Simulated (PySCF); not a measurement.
A side-by-side comparison of computed properties.

First species: C5H13N3Si.
Cartesian coordinates in Å at the GFN2-xTB level; atoms count from 1:
```
atom  x, y, z in Å
C1     2.751    1.773    0.290
N2     2.481    0.864   -0.529
C3     1.235    0.843   -1.203
Si4    0.170   -0.564   -0.450
N5     1.312   -1.678    0.178
C6    -1.377   -1.212   -1.373
C7    -2.223   -0.700   -0.205
N8    -1.146   -0.089    0.553
C9    -1.390    0.544    1.816
H10    3.698    1.739    0.808
H11    2.087    2.615    0.520
H12    1.432    0.613   -2.249
H13    0.699    1.800   -1.143
H14    2.294   -1.538    0.018
H15    1.086   -2.616    0.459
H16   -1.635   -0.750   -2.319
H17   -1.428   -2.288   -1.495
H18   -2.710   -1.502    0.360
H19   -2.986    0.031   -0.493
H20   -2.081    1.388    1.703
H21   -0.449    0.908    2.220
H22   -1.830   -0.162    2.531
```

Second species: C5H12FOPSi.
Geometry (GFN2-xTB, Å), atoms numbered from 1 in this order:
```
atom  x, y, z in Å
O1     0.2074    0.7265    2.2370
P2     0.1033   -0.4578    1.3838
C3     1.6869   -0.9516    0.6040
C4     2.0453    0.1691   -0.3697
C5     0.9942    0.3238   -1.4664
C6    -0.3551    0.7609   -0.9035
F7    -1.1928    1.0734   -1.9665
C8    -1.0162   -0.2906   -0.0361
Si9   -2.7477    0.2313    0.5765
H10   -0.3368   -1.6044    2.0532
H11    2.4451   -1.0403    1.3861
H12    1.5931   -1.9091    0.0902
H13    3.0172   -0.0286   -0.8279
H14    2.1201    1.1059    0.1903
H15    0.8676   -0.6198   -2.0047
H16    1.3217    1.0784   -2.1853
H17   -0.2421    1.6938   -0.3345
H18   -1.0616   -1.2401   -0.5741
H19   -3.1855   -0.8182    1.5024
H20   -3.6128    0.2892   -0.5985
H21   -2.6602    1.5252    1.2433
```

Levels: PBE0/pcSseg-1 for HOMO energy, LUMO energy and HOMO–LUMO gap. Geometries: GFN2-xTB. Each species is one conformer at its optimised geometry, gas phase, non-relativistic unless stated; the electronic structure was computed with PySCF and density fitting.

The conformers computed, where there is a choice (atom-mapped SMILES and torsion angles):
- `[CH2:1]=[N:2][CH2:3][Si@:4]1([NH2:5])[CH2:6][CH2:7][N:8]1[CH3:9]`: C1–N2–C3–Si4 -107°, N2–C3–Si4–N5 -26°, H–N5–Si4–C3 -6°, H–N5–Si4–C3 -166°

The conformers of `O=[P@@H]1CCC[C@@H](F)[C@@H]1[SiH3]` aren't listed.

| property | column X | column Y |
| --- | --- | --- |
| HOMO energy | -5.96 eV | -7.85 eV |
| LUMO energy | -0.14 eV | 0.56 eV |
| HOMO–LUMO gap | 5.82 eV | 8.41 eV |

Question: Which column belongs to which species?

Answer: Column X is the first species and column Y the second. The first has 22 atoms and 78 electrons, the second 21 and 88.

Question: How does each property change from the first species to the second?

Answer: HOMO energy -1.89 eV; LUMO energy +0.70 eV; HOMO–LUMO gap +2.59 eV.

